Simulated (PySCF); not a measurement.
**Trend along the alkaline earths: MH anions**

PBE0 with double-zeta basis sets in PySCF, for the lowest determinant that a PBE0 search found; no spin–orbit coupling. De refers to high-spin ground-configuration atoms (the charge goes to the atom of lower measured ionisation energy or higher electron affinity, which is not always the lowest computed limit). A positive dipole points towards H; it is taken about the centre of mass and depends on that origin.

| M | basis | charged atom | state (unpaired electrons) | Re (Å) | ωe (cm⁻¹) | De (eV) | μ (D) |
| --- | --- | --- | --- | --- | --- | --- | --- |
| Be | aug-cc-pVDZ-DK | H− | singlet (closed shell) | 1.435 | 1618 | 2.18 | 4.56 |
| Mg | aug-cc-pVDZ | H− | singlet (closed shell) | 1.888 | 1083 | 1.54 | 1.96 |
| Ca | aug-cc-pVDZ-X2C/aug-cc-pVDZ-DK | H− | singlet (closed shell) | 2.094 | 1072 | 2.07 | 1.90 |
| Sr | aug-cc-pVDZ-X2C/aug-cc-pVDZ-DK | H− | singlet (closed shell) | 2.262 | 988 | 1.97 | 1.16 |

Problem. By what factor does the harmonic wavenumber vary along the series?

Solution. At PBE0 it runs from 988 cm⁻¹ (SrH⁻) to 1618 cm⁻¹ (BeH⁻), a factor of 1.64.

The rows differ in basis set, which adds steps of its own.

Down a group the atoms grow and get heavier, so bonds lengthen and wavenumbers fall; this series shows no clear exception.

For an ion De counts to the pair picked by the measured ionisation energies or electron affinities, which need not be the lowest pair at this level. The highest Kohn–Sham level is positive in some of these anions. Much of that is self-interaction error, but it also means that the finite basis helps to hold the extra electron.
